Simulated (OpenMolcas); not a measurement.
**OpenMolcas run: Xe+**

Input:

```
&GATEWAY
Coord
1

Xe 0.0 0.0 0.0
Basis=ANO-R2
Group=XYZ
NoMove
AngMom=0.0 0.0 0.0
AMFI
&SEWARD
&RASSCF
FileOrb=start.orb
Symmetry=2
Spin=2
nActEl=5 0 0
Inactive=15 9
Ras2=0 3
CIRoot=3 3 1
SDav=3
CIMx=300
Iter=120 100
PrWF=0.3
OrbListing=Nothing
MaxOrb=0
Atom
>>> COPY $Project.JobIph JOB001
&RASSI
NrOfJobIphs=1 3
1 2 3
IphNames
JOB001
EJob
SpinOrbit
DIPRint=1.0
SOCoupling=1000.0
Subsets=2
MEES
Property=10
'ANGMOM' 1 'ANGMOM' 2 'ANGMOM' 3 'MLTPL  1' 1 'MLTPL  1' 2 'MLTPL  1' 3
'AMFI' 1 'AMFI' 2 'AMFI' 3 'MLTPL  2' 6
SOProperty=3
'ANGMOM' 1 'ANGMOM' 2 'ANGMOM' 3
```

Launched by
```bash
OMP_NUM_THREADS=1 MOLCAS_MEM=2252 MOLCAS_PROJECT=a pymolcas a.inp > a.log  # once for each step of the input, in one work folder
```

A driver script runs the steps one by one and writes start.orb anew before each from the orbitals found so far.

Output, cut to the results:

```
--- SEWARD ---
Basis set label: XE.ANO-R...7S6P4D2F1G.

      Electronic valence basis set:
      ------------------
      Associated Effective Charge  54.000000 au
      Associated Actual Charge     54.000000 au
      Nuclear Model: Finite nucleus - Gaussian distribution
        Gaussian exponent, Xi/bohr**(-2):  1.80305E+08

      Shell  nPrim  nBasis  Cartesian Spherical Contaminant
         s      23       7        X
         p      18       6        X
         d      12       4                 X
         f       6       2                 X
         g       5       1                 X
                  Relativistic X2C integrals
                  Atomic mean-field integrals
--- RASSCF ---
Wave function specifications:
      -----------------------------

      Number of closed shell electrons          48
      Number of electrons in active shells       5
      Max number of holes in RAS1 space          0
      Max nr of electrons in RAS3 space          0
      Number of inactive orbitals               24
      Number of active orbitals                  3
      Number of secondary orbitals              41
      Spin quantum number                      0.5
      State symmetry                             2
Orbital specifications:
      -----------------------

      Symmetry species                           1   2
                                                ag  au
      Frozen orbitals                            0   0
      Inactive orbitals                         15   9
      Active orbitals                            0   3
      RAS1 orbitals                              0   0
      RAS2 orbitals                              0   3
      RAS3 orbitals                              0   0
      Secondary orbitals                        21  20
      Deleted orbitals                           0   0
      Number of basis functions                 36  32
      Number of CSFs                             3
      Number of root(s) required                 3
      Iter CI   SX   CI       RASSCF       Energy    max ROT     max BLB   max BLB  Level Ln srch  Step   QN
          iter iter root      energy       change     param      element    value   shift minimum  type update
 Nr of preliminary CI iterations:   1
      Total energies have been shifted. Add                -7000.00 au
        1   1    8    0  -443.12822327    0.00E+00   3.04E-02   11  14 2  4.94E-02*  0.00   0.00    SX    NO
        2   1    8    0  -443.13294982   -4.73E-03* -3.07E-03   11  19 1 -1.61E-02*  0.00   0.00    SX    NO
        3   1    8    0  -443.13317221   -2.22E-04*  1.62E-03   12  25 1 -8.03E-03*  0.00   0.00    SX    NO
        4   1    8    0  -443.13321789   -4.57E-05*  6.79E-04   10  23 1  3.77E-03*  0.00   0.00    SX    NO
        5   1    7    0  -443.13322837   -1.05E-05*  2.29E-04   10  23 1 -1.83E-03*  0.00   0.68    QN   YES
        6   1    5    0  -443.13323154   -3.16E-06* -2.15E-06   15  17 1  5.95E-06   0.00   1.00    QN   YES
        7   1    3    0  -443.13323154   -4.27E-11   3.64E-07   15  17 1  1.21E-06   0.00   2.50    QN   YES
      Convergence after  7 iterations
        8   1    3    0  -443.13323154   -8.19E-12   3.64E-07    2  17 1  1.47E-07   0.00   2.50    QN   YES
      Natural orbitals and occupation numbers for root  1
      sym 2:   2.000000   1.000000   2.000000
      Natural orbitals and occupation numbers for root  2
      sym 2:   2.000000   2.000000   1.000000
      Natural orbitals and occupation numbers for root  3
      sym 2:   1.000000   2.000000   2.000000
::    RASSCF root number  1 Total energy:  -7443.13323154
::    RASSCF root number  2 Total energy:  -7443.13323154
::    RASSCF root number  3 Total energy:  -7443.13323154

--- RASSI ---
SPIN-FREE ENERGIES:
  (Shifted by EMIN (a.u.) =      -7443.1332315362)

 SF State       Relative EMIN(au)   Rel lowest level(eV)    D:o, cm**(-1)      L_eff

     1             0.0000000000        0.0000000000              0.0000         1.0
     2             0.0000000000        0.0000000000              0.0000         1.0
     3             0.0000000000        0.0000000000              0.0000         1.0
     Dipole printing threshold changed to   1.00000000E+00
Eigenvalues of complex Hamiltonian:
   -----------------------------------
  (Shifted by EMIN (a.u.) =      -7443.1332315362)

 SO State       Relative EMIN(au)   Rel lowest level(eV)    D:o, cm**(-1)     J-value

     1            -0.0145491287        0.0000000000              0.0000         1.0
     2            -0.0145491287        0.0000000000              0.0000         1.0
     3            -0.0145491287        0.0000000000              0.0000         1.3
     4            -0.0145491287        0.0000000000              0.0000         1.3
     5             0.0290982574        1.1877058825           9579.4940         0.4
     6             0.0290982574        1.1877058825           9579.4940         0.4
Weights of the five most important spin-orbit-free states for each spin-orbit state.

 SO State  Total energy (au)           Spin-free states, spin, and weights
 -------------------------------------------------------------------------------------------------------
    1        -0.014549       3 0.5  0.6667    2 0.5  0.1667    1 0.5  0.1667
    2        -0.014549       3 0.5  0.6667    2 0.5  0.1667    1 0.5  0.1667
    3        -0.014549       2 0.5  0.5000    1 0.5  0.5000    3 0.5  0.0000
    4        -0.014549       2 0.5  0.5000    1 0.5  0.5000    3 0.5  0.0000
    5         0.029098       2 0.5  0.3333    1 0.5  0.3333    3 0.5  0.3333
    6         0.029098       2 0.5  0.3333    1 0.5  0.3333    3 0.5  0.3333
...
```

The J values that RASSI prints are effective ones from its own formula and need not be integers or half-integers; the table below assigns J from the states.

Levels above the lowest, from the spin-orbit matrix, grouped by J:

```csv
Configuration,Term,J,E (eV),Measured (eV),Term weight %
5s² 5p⁵,²P°,3/2,0.0000,0.0000,100
5s² 5p⁵,²P°,1/2,1.1877,1.3064,100
```

Against the measured value (NIST Handbook of Basic Atomic Spectroscopic Data): 5s² 5p⁵ ²P°_1/2: computed 1.1877, measured 1.3064 eV (-9.1 %).

Computed and measured levels are paired by configuration, term and J; levels that our copy of the source lacks, or whose pairing is in doubt (as where it misses far off the trend of its configuration), stay unpaired and out of the deviations. Levels of configurations outside the active space are missing.

The term weight is that of the spin-free term in the level, not the purity of its configuration. ° marks odd parity.
